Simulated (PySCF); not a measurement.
All of these have the formula C5H7NO2Si. Theory: TDDFT CAM-B3LYP/def2-SVPD, vertical, gas phase, core orbitals frozen in the response in PySCF. Geometries: GFN2-xTB; one conformer of each isolated species. Triplets are in the Tamm–Dancoff approximation.

A. `C/C=C(/C#N)O[SiH2]C=O`
B. `C=C[C@@H](C=O)O[SiH2]C#N`
C. `[H]/N=C(/CC#C[SiH3])C(=O)O`

Lowest singlet levels (six at most, fewer where fewer were computed) with oscillator strengths:

1. 4.50 eV (f 0.004); 6.31 eV (f 0.039); 6.75 eV (f 0.071); 6.97 eV (f 0.002); 7.15 eV (f 0.012); 7.31 eV (f 0.021); T1 3.91 eV
2. 3.21 eV (f 0.000); 5.70 eV (f 0.236); 5.95 eV (f 0.005); 6.11 eV (f 0.174); 6.19 eV (f 0.035); 6.61 eV (f 0.000); T1 2.53 eV
3. 4.17 eV (f 0.004); 5.42 eV (f 0.000); 5.62 eV (f 0.037); 5.80 eV (f 0.005); 6.27 eV (f 0.000); 6.48 eV (f 0.005); T1 3.50 eV

Question: Which spectrum belongs to which structure?

Answer: 1 = B, 2 = A, 3 = C.
- A: S1 at 3.21 eV, HOMO→LUMO (83%), HOMO→LUMO+1 (11%); Löwdin shares by element: HOMO oxygen 50% or more, carbon 21% or more, silicon 11%, hydrogen 10% or more; LUMO carbon 33% or more, oxygen 28% or more, silicon 13%, hydrogen 5% or more (atoms not listed hold the other 21%); HOMO -8.81 and LUMO -0.80 eV.
- B: S1 at 4.50 eV, HOMO→LUMO (64%), HOMO-1→LUMO (20%); Löwdin shares by element: HOMO carbon 48% or more, oxygen 20% or more (atoms not listed hold the other 32%); LUMO carbon 50% or more, oxygen 29% or more (atoms not listed hold the other 21%); HOMO -9.49 and LUMO -0.67 eV.
- C: S1 at 4.17 eV, HOMO→LUMO (54%), HOMO-2→LUMO (40%); Löwdin shares by element: HOMO carbon 46% or more, nitrogen 18%, oxygen 6% or more (atoms not listed hold the other 29%); LUMO carbon 40% or more, nitrogen 26%, oxygen 17% or more (atoms not listed hold the other 17%); HOMO -9.08 and LUMO -0.90 eV.
